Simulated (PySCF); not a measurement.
C₆H₁₀OSSi₂, SMILES s1cccc1[SiH2][SiH2]C(=O)C, singlet, GFN2-xTB optimised geometry.

```
20

C     -1.53    -1.38    -3.64
C     -1.42     0.09    -3.31
O     -0.46     0.75    -3.61
Si    -2.84     0.90    -2.28
Si    -2.03     1.10    -0.11
C     -0.39     0.20     0.00
C      0.87     0.70    -0.01
C      1.88    -0.28     0.00
C      1.38    -1.54     0.00
S     -0.34    -1.54     0.00
H     -1.64    -1.94    -2.72
H     -2.42    -1.54    -4.24
H     -0.65    -1.72    -4.18
H     -3.13     2.17    -2.94
H     -4.02     0.04    -2.43
H     -1.77     2.48     0.32
H     -2.93     0.49     0.88
H      1.07     1.76    -0.01
H      2.93    -0.06     0.00
H      1.90    -2.48     0.00
```

Density from CAM-B3LYP/def2-SVP (PySCF 2.14.0) at that geometry.

Minimum of the electron density along straight lines between bonded atoms, close to the bond critical point (lines longer than 1.1 times the sum of covalent radii, or with two minima, are not listed):

| bond | length / Å | ρ at the minimum / e bohr⁻³ | ∇²ρ there / e bohr⁻⁵ | position (fraction from the first atom) |
|---|---|---|---|---|
| C1–C2 | 1.503 | 0.261 | -0.64 | 0.49 |
| C2–O3 | 1.211 | ? | ? | 0.33 |
| C2–Si4 | 1.927 | 0.111 | 0.27 | 0.62 |
| Si5–C6 | 1.877 | 0.111 | ? | 0.38 |
| C6–C7 | 1.363 | 0.322 | -0.81 | 0.51 |
| C7–C8 | 1.411 | 0.299 | -0.75 | 0.50 |
| C8–C9 | 1.357 | 0.327 | -0.84 | 0.49 |
| C6–S10 | 1.739 | 0.209 | -0.42 | 0.46 |
| C9–S10 | 1.718 | 0.218 | -0.49 | 0.47 |
| C1–H11 | 1.089 | 0.274 | -1.01 | 0.63 |
| C1–H12 | 1.088 | 0.274 | -1.01 | 0.63 |
| C1–H13 | 1.088 | 0.277 | -1.05 | 0.64 |
| Si4–H14 | 1.464 | 0.117 | 0.33 | 0.49 |
| Si4–H15 | 1.470 | 0.115 | 0.33 | 0.49 |
| Si5–H16 | 1.468 | 0.116 | 0.32 | 0.49 |
| Si5–H17 | 1.470 | 0.116 | 0.33 | 0.49 |
| C7–H18 | 1.075 | 0.285 | -1.11 | 0.64 |
| C8–H19 | 1.076 | 0.284 | -1.11 | 0.64 |
| C9–H20 | 1.072 | 0.286 | -1.14 | 0.65 |

### Question
What belongs in the gaps?

### Answer

- C2–O3, ρ at the minimum / e bohr⁻³: 0.406
- C2–O3, ∇²ρ there / e bohr⁻⁵: 0.44
- Si5–C6, ∇²ρ there / e bohr⁻⁵: 0.36
